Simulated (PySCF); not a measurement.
Input of a run (PBE0-D3(BJ)/def2-SVP geometry optimisation, gas phase (PySCF 2.14.0)), started from GFN2-xTB:
```
{"job": {"xc": "PBE0", "basis": "def2-SVP", "d3": "d3bj", "grid": 1, "shake": 0.01, "kind": "geom"}, "charge": 0, "multiplicity": 1}
N      1.592820     0.792580    -0.561940
Si     1.610110    -0.572880     0.448600
S     -0.073790    -0.348920     1.791900
Si    -1.754100    -0.664180     0.572050
P     -2.061760     0.695830    -1.190250
H      2.270430     0.932060    -1.282760
H      1.371730     1.710650    -0.149030
H      2.753830    -0.718720     1.361360
H      1.407580    -1.712720    -0.400250
H     -2.878130    -0.463160     1.530820
H     -1.746500    -2.039830     0.078670
H     -0.786040     0.511540    -1.690280
H     -1.700360     1.860870    -0.519220
```

Output (energies in Eh, forces in Eh/bohr):
```
step   0  E = -1377.14364885  max force = 0.030214
step   1  E = -1377.14989943  max force = 0.004445
step   2  E = -1377.15063690  max force = 0.002262
step   3  E = -1377.15120468  max force = 0.001927
step   4  E = -1377.15138942  max force = 0.001835
step   5  E = -1377.15158190  max force = 0.000998
step   6  E = -1377.15171254  max force = 0.001331
step   7  E = -1377.15201078  max force = 0.001610
step   8  E = -1377.15215206  max force = 0.001242
step   9  E = -1377.15227845  max force = 0.001417
step  10  E = -1377.15232138  max force = 0.000580
step  11  E = -1377.15233504  max force = 0.000504
step  12  E = -1377.15234297  max force = 0.000503
step  13  E = -1377.15234787  max force = 0.000786
step  14  E = -1377.15234449  max force = 0.000747
step  15  E = -1377.15234934  max force = 0.000497
step  16  E = -1377.15236117  max force = 0.000423
optimisation converged
```

Task: Summarise the run.

Result: The energy falls by 5.5 kcal/mol over 17 energy and gradient evaluations, the largest force component goes from 0.0302 to 4.2e-04 Eh/bohr, and the atoms move by 0.668 Å rms after alignment. Among the bonds, S3–Si4 and Si2–H9 change most and about equally (+0.055 to +0.056 Å). Bonds longer at the end by more than 0.005 Å: 9 of 12; shorter: 2. Among the angles that change most is N1–Si2–S3, from 106.1° to 112.3°. Among the dihedrals that turn most is H6–N1–Si2–H9, from -63° to -13°. The energy rose by more than 1e-6 Eh at step 14. The first step brought 72 % of the lowering.

Task: What are the final bond lengths?

Result: N1–Si2 1.724 Å, Si2–S3 2.152 Å, S3–Si4 2.156 Å, Si4–P5 2.258 Å, N1–H6 1.012 Å, N1–H7 1.013 Å, Si2–H8 1.493 Å, Si2–H9 1.491 Å, Si4–H10 1.492 Å, Si4–H11 1.495 Å, P5–H12 1.428 Å, P5–H13 1.429 Å. Numbering counts from 1 in the input's order; the species is `N[SiH2]S[SiH2]P`.

The run used 126 basis functions and 110 SCF cycles in all. Hardware: an Arm Neoverse V2 with one thread, shared host with 96 logical CPUs at a one-minute load of 86. Cost: 2.0 min, 0.54 GiB resident at most.

No PBE0-D3(BJ)/def2-SVP frequencies stand behind this structure, so it isn't proved a minimum. The numbers are those of one conformer.
